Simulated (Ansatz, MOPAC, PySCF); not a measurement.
Complex: H2 (SMILES [H][H]) (first 2 atoms) with C4H6 (SMILES C=CC=C); geometry from B3LYP-D3(BJ)/def2-TZVP, rigid monomers moved along the line of their centres of mass till H2···C4 is 2.80 Å.
(charge 0, multiplicity 1):
```xyz
12

H     -0.3978    -0.7720    -0.1385
H     -0.3146    -0.3297     0.4548
C      0.8788     1.4667     2.3474
C     -0.0307     0.7572     3.0177
C      0.0981    -0.6566     3.3205
C     -0.8152    -1.3669     3.9843
H      1.7927     1.0113     1.9838
H      0.7398     2.5194     2.1416
H     -0.9369     1.2443     3.3674
H      1.0039    -1.1440     2.9707
H     -0.6789    -2.4206     4.1865
H     -1.7299    -0.9113     4.3456
```

Monomers are frozen at their geometry in the pair; levels with a basis set take the counterpoise correction. Rows marked so take none.

Cores are frozen in the correlated methods. Rows in 6-311+G**, 6-31G* carry no dispersion term and start afresh at each structure (6-31G* with six Cartesian d functions). MP2/6-31G* freezes PySCF's default core. The state that AM1 reach isn't checked.

Programs: Ansatz (Gaussian orbitals); MOPAC for AM1 (differences of heats of formation); PySCF for 6-311+G** rows, 6-31G* rows, the dispersion terms. Values without a source in brackets are computed.

| level | interaction energy (kcal/mol) |
|---|---|
| AM1 | 0.01 |
| HF/6-31G* | 1.13 |
| PBE/def2-TZVPPD | 0.05 |
| PBE-D3(BJ)/def2-TZVPPD | -0.62 |
| r2SCAN/def2-TZVPPD | 0.02 |
| B3LYP/6-311+G** (no counterpoise) | 0.65 |
| PBE0-D4/def2-TZVPPD | -0.49 |
| MP2/6-31G* | 0.60 |
| CCSD(T)/aug-cc-pVDZ | ? |

Problem. Fill in the missing entries.

Solution. 
- CCSD(T)/aug-cc-pVDZ, interaction energy (kcal/mol): -0.07

Ansatz is a program for electronic structure.
